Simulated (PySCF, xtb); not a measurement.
SnH3, SMILES [SnH3+], charge +1.

GFN2-xTB run with xtb at its own geometry gives an orbital gap of 4.28 eV.

The structure is a stationary point at PBE0-D3(BJ)/def2-TZVPD. The spin state was assumed, not searched. The isomer is the one that the SMILES or the coordinates give; other isomers of the formula were not compared. The def2 effective core potentials stand for the cores of Sn; spin–orbit coupling is left out.

Q: What does PySCF with B3LYP/def2-TZVPD give? (An estimate is asked for; the answer gives what the named calculation found.)

A: gap 6.15 eV (levels -15.92 and -9.76 eV).
